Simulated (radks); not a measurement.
Question: Sb V, configuration [Kr] 4d9 5s1 5p1 (not the ground configuration). Method: Dirac Kohn-Sham, PBE, spin-unpolarised, spherical densities, finite nucleus; open shells are shared between the two j in proportion to 2j + 1; Fermi nuclear charge, rms radius 4.6802 fm; computed with a radial shooting solver on a logarithmic mesh with Libxc functionals. Some entries of the table are withheld. Estimate them.

| orbital | occ. | eigenvalue (hartree) | <r^2> (bohr^2) |
|---|---|---|---|
| 1s1/2 | 2 | -1114.833 | 0.001094 |
| 2s1/2 | 2 | -171.2509 | 0.01767 |
| 2p1/2 | 2 | (1) | 0.01311 |
| 2p3/2 | 4 | (2) | 0.01441 |
| 3s1/2 | 2 | -35.12650 | 0.1248 |
| 3p1/2 | 2 | (3) | 0.1196 |
| 3p3/2 | 4 | (4) | 0.1279 |
| 3d3/2 | 4 | -21.08619 | 0.1091 |
| 3d5/2 | 6 | -20.73098 | 0.1115 |
| 4s1/2 | 2 | -7.33621 | 0.6983 |
| 4p1/2 | 2 | -5.81830 | (5) |
| 4p3/2 | 4 | -5.49617 | (6) |
| 4d3/2 | 3.6 | -3.07235 | 1.129 |
| 4d5/2 | 5.4 | -3.02334 | 1.154 |
| 5s1/2 | 1 | -1.94164 | 4.036 |
| 5p1/2 | 0.333333 | -1.55522 | (7) |
| 5p3/2 | 0.666667 | -1.50728 | (8) |

Answer: 
(1) 2p1/2 eigenvalue (hartree): -160.3413
(2) 2p3/2 eigenvalue (hartree): -151.0872
(3) 3p1/2 eigenvalue (hartree): -30.66715
(4) 3p3/2 eigenvalue (hartree): -28.95856
(5) 4p1/2 <r^2> (bohr^2): 0.7752
(6) 4p3/2 <r^2> (bohr^2): 0.8278
(7) 5p1/2 <r^2> (bohr^2): 5.057
(8) 5p3/2 <r^2> (bohr^2): 5.343
